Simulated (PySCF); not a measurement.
F₃OSi, SMILES [O][Si](F)(F)F, multiplicity 2. Atoms are numbered in the order given.

```xyz
5

O     -1.0617     1.3186     0.0000
Si    -0.0060     0.0248     0.0000
F     -0.9249    -1.2777     0.0000
F      0.9390     0.0335    -1.2839
F      0.9390     0.0335     1.2839
```
Charge 0, spin multiplicity 2.

Geometry optimised at B3LYP-D3(BJ)/def2-SVP. The isomer is the one that the SMILES or the coordinates give; other isomers of the formula were not compared.

Calculation: PBE/def2-TZVP in PySCF.

ESP charges are fitted to the potential on shells at 1.4 to 2.0 van der Waals radii. Atomic charges (e):

```tsv
atom	Mulliken	ESP fit	Löwdin	Mulliken spin
O1	-0.21	-0.27	?	0.93
Si2	0.90	1.03	?	0.01
F3	-0.22	-0.24	?	0.04
F4	-0.23	-0.26	?	0.01
F5	-0.23	-0.26	?	0.01
```

Q: Complete the blanks. (An estimate is asked for; the answer gives what the named calculation found.)

A: 
- O1, Löwdin: 0.06
- Si2, Löwdin: -0.29
- F3, Löwdin: 0.09
- F4, Löwdin: 0.07
- F5, Löwdin: 0.07

Q: Give the Mayer and Wiberg (Löwdin basis) orders of the bonds. (The exact figures need the calculation; the answer reports its results.)

A: 
```json
[
 {"bond": "O1–Si2", "Mayer": "1.25", "Wiberg": "1.75"},
 {"bond": "Si2–F3", "Mayer": "1.20", "Wiberg": "1.77"},
 {"bond": "Si2–F4", "Mayer": "1.21", "Wiberg": "1.78"},
 {"bond": "Si2–F5", "Mayer": "1.21", "Wiberg": "1.78"}
]
```
